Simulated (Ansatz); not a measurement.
H₂Au₂⁺, relaxed as a doublet with UKS PBE-D4/def2-TZVP in Ansatz, starting from the GFN2-xTB geometry. Force threshold 0.02 eV/Å.

In the def2 sets Au takes a core potential; there is no spin–orbit coupling. The structure comes from a short search, and lower isomers may exist.

Start:

```xyz
4

Au   -0.835    1.023    0.382
Au    0.868   -1.041   -0.277
H     0.030   -2.215   -0.333
H    -0.064    2.233    0.228
```

Q: Estimate the energy that the relaxation releases and the steps that it takes.

A: 0.33 eV, in 4 steps; 6 s on 4 threads of Arm Neoverse V2 on a shared host. No frequencies were taken in this run, so the end may be a saddle point.

Q: Does the start keep its bonding and symmetry?

A: By distances, no bond broke or formed. The bond that changes most is Au1–H4, from 1.44 to 1.55 Å (atoms count from 1). Point group C2 at the start, C2 at the end, both within 0.05 Å.

Q: Predict the relaxed structure.

A: 
```xyz
4

Au   -0.9145    0.8788    0.3837
Au    0.9444   -0.8954   -0.2782
H    -0.0604   -2.0772   -0.2944
H     0.0305    2.0938    0.1889
```
Bond lengths (bridged metal pairs left out): 1 × Au–Au 2.65 Å; 2 × Au–H 1.55 Å.
